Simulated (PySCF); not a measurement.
Heteronuclear NMR

Bonds (- single, = double, # triple, : aromatic): C1-Si2, Si2-Si3, Si2-Cl4, Si2-O5, O5-Si6, Si6-O7. C1 carries H8, H9, H10; Si3 carries H11, H12, H13; Si6 carries H14, H15; O7 carries H16. Stereochemistry as in C[Si@]([SiH3])(Cl)O[SiH2]O. H15 is pro-R; H14 is pro-S.

- PBE0/pcSseg-1 with gauge-including orbitals
- GFN2-xTB structure
- run in PySCF
- one computed conformer, no relativistic terms, equivalent nuclei averaged, no solvent model

(1) What are the ²⁹Si shifts?

(2) Where does ¹⁷O resonate?

## Answers

(1) 
| atoms | environment | σ (ppm) | δ (ppm) |
| --- | --- | --- | --- |
| Si2 | silicon bonded to C, Cl, O, Si | 333.5 | 5.8 |
| Si6 | silicon bonded to 2 O, 2 H | 386.6 | -37.8 |
| Si3 | silicon bonded to Si, 3 H | 467.3 | -104.1 |

Shieldings were converted by a linear fit to measured shifts: ²⁹Si (scatter 8.9 ppm rms, 25.8 ppm with the 6 outliers that the fit left out vs TMS, solution or neat liquid). Occasional misses reach two or three times the rms, and more in compound classes unlike the fitted ones.

On a 500 MHz spectrometer ²⁹Si resonates near 99.3 MHz, so 1 ppm is 99.3 Hz.

(2) 
| atoms | environment | σ (ppm) | δ (ppm) |
| --- | --- | --- | --- |
| O5 | oxygen bonded to 2 Si | 223.7 | 62.9 |
| O7 | oxygen bonded to Si, H | 281.6 | 10.2 |

Shieldings were converted by a linear fit to measured shifts: ¹⁷O (scatter 10.7 ppm rms, 12.2 ppm with the 3 outliers that the fit left out vs liquid water, solution or neat liquid). A few per cent of atoms miss by over 2 rms, more outside the fitted compound classes.

On a 600 MHz spectrometer ¹⁷O resonates near 81.3 MHz, so 1 ppm is 81.3 Hz.
